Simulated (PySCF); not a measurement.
ClI, SMILES ClI.

Geometry: B3LYP-D3(BJ)/def2-TZVP. The def2 effective core potentials stand for the cores of I; spin–orbit coupling is left out.

Computed with TDDFT-PBE/def2-TZVPD in PySCF.

Vertical excitations; the highest root listed may be one member of a degenerate set. Isolated molecule, no solvent. State labels are in the subgroup C2v.

Computed UV-visible absorptions:
```json
[
 {"state": "S1", "symmetry": "B1", "energy (eV)": "2.46", "λ (nm)": "505", "f": "0.001", "main pairs": "HOMO−1→LUMO (degenerate set)"},
 {"state": "S2", "symmetry": "B2", "energy (eV)": "2.46", "λ (nm)": "505", "f": "0.001", "main pairs": "HOMO→LUMO (degenerate set)"},
 {"state": "S3", "symmetry": "B1", "energy (eV)": "4.61", "λ (nm)": "269", "f": "0.001", "main pairs": "HOMO−3→LUMO (degenerate set)"},
 {"state": "S4", "symmetry": "B2", "energy (eV)": "4.61", "λ (nm)": "269", "f": "0.001", "main pairs": "HOMO−2→LUMO (degenerate set)"},
 {"state": "S5", "symmetry": "B1", "energy (eV)": "6.65", "λ (nm)": "186", "f": "0.052", "main pairs": "HOMO−1→LUMO+1 (degenerate set)"},
 {"state": "S6", "symmetry": "B2", "energy (eV)": "6.65", "λ (nm)": "186", "f": "0.052", "main pairs": "HOMO→LUMO+1 (degenerate set)"},
 {"state": "S7", "symmetry": "B1", "energy (eV)": "7.09", "λ (nm)": "175", "f": "0.021", "main pairs": "HOMO−1→LUMO+2 (degenerate set)"},
 {"state": "S8", "symmetry": "B2", "energy (eV)": "7.09", "λ (nm)": "175", "f": "0.021", "main pairs": "HOMO→LUMO+2 (degenerate set)"},
 {"state": "S9", "symmetry": "A1", "energy (eV)": "7.18", "λ (nm)": "173", "f": "0.000", "main pairs": "HOMO−1→LUMO+3, HOMO→LUMO+4 (degenerate set)"},
 {"state": "S10", "symmetry": "A2", "energy (eV)": "7.18", "λ (nm)": "173", "f": "0.000", "main pairs": "HOMO−1→LUMO+4, HOMO→LUMO+3 (degenerate set)"},
 {"state": "T1", "symmetry": "B1", "energy (eV)": "1.79", "λ (nm)": "692", "f": "0", "main pairs": "HOMO−1→LUMO (degenerate set)"},
 {"state": "T2", "symmetry": "B2", "energy (eV)": "1.79", "λ (nm)": "692", "f": "0", "main pairs": "HOMO→LUMO (degenerate set)"},
 {"state": "T3", "symmetry": "B1", "energy (eV)": "3.97", "λ (nm)": "312", "f": "0", "main pairs": "HOMO−3→LUMO (degenerate set)"},
 {"state": "T4", "symmetry": "B2", "energy (eV)": "3.97", "λ (nm)": "312", "f": "0", "main pairs": "HOMO−2→LUMO (degenerate set)"}
]
```
Triplets are in the Tamm–Dancoff approximation, which puts them higher than full response would, so one can lie above its singlet here.
